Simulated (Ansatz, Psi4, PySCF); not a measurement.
silylarsine (H5AsSi), singlet, geometry from GFN2-xTB. Base run: PySCF with B3LYP5/cc-pVDZ.

PySCF was given this input:
```python
from pyscf import gto, scf, dft

mol = gto.M(
    atom='''
Si   -1.49296222    0.17053097    0.31614310
As    0.75371282   -0.07592101   -0.21903957
H    -2.29367511   -0.77990177   -0.46688108
H    -1.93901103    1.52536083   -0.03432123
H    -1.81909019   -0.04494677    1.73089424
H     0.88634284   -1.32044560    0.60966261
H     1.19438155    0.73789324    0.96294779
''',
    basis='cc-pvdz',
    verbose=3,
)

mf = dft.RKS(mol)
mf.xc = 'b3lyp5'
mf.kernel()
```

The same geometry, method and basis name were run in Ansatz (a quantum-chemistry and plane-wave program) and Psi4 and PySCF, at each program's defaults and at the settings that a row names. The base is PySCF at its defaults. Differences at the defaults can come from grids, fitting, cores and function types together.

```csv
code and settings,ΔE vs base (mEh),basis functions,E (Eh),SCF cycles,dipole (D)
"PySCF, defaults (exact integrals, its default grid, spherical functions)",0.000,70,-2528.19345,8,0.37
"Psi4, defaults (density fitting with its default set, its default grid, spherical functions)",[?],70,[?],8,0.37
"Ansatz, defaults (factorised integrals, its default grid, spherical functions)",0.001,70,-2528.19345,-,-
"PySCF, density fitting with def2-universal-jkfit",[?],70,[?],8,0.37
"PySCF, fine grid",0.002,70,-2528.19345,8,0.37
"Psi4, exact integrals, spherical functions, fine grid",0.001,70,-2528.19345,10,0.37
"Ansatz, high accuracy",0.001,70,-2528.19345,-,-
```

Complete the blanks.


- Psi4, defaults (density fitting with its default set, its default grid, spherical functions), ΔE vs base (mEh): 115.0
- Psi4, defaults (density fitting with its default set, its default grid, spherical functions), E (Eh): -2528.07850
- PySCF, density fitting with def2-universal-jkfit, ΔE vs base (mEh): -0.078
- PySCF, density fitting with def2-universal-jkfit, E (Eh): -2528.19353
